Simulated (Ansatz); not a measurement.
Species: C8H7B, SMILES `B1C=c2ccccc2=C1` (charge 0, multiplicity 1).

Give a relaxed geometry from PBE-D3(BJ)/def2-SVP (Ansatz, a program for electronic structure).

the end point of this relaxation (outside a Z-matrix the atoms follow the SMILES, hydrogens last).
Cartesian coordinates (Å) in one orientation:
```xyz
16

B      2.586     0.037     0.026
C      1.608     1.286    -0.045
C      0.340     0.770    -0.034
C     -0.948     1.440    -0.078
C     -2.098     0.703    -0.055
C     -2.078    -0.763     0.014
C     -0.908    -1.467     0.059
C      0.361    -0.760     0.038
C      1.643    -1.240     0.074
H      3.802     0.055     0.043
H      1.817     2.364    -0.093
H     -0.979     2.540    -0.130
H     -3.077     1.206    -0.089
H     -3.042    -1.294     0.029
H     -0.908    -2.567     0.111
H      1.881    -2.312     0.127
```
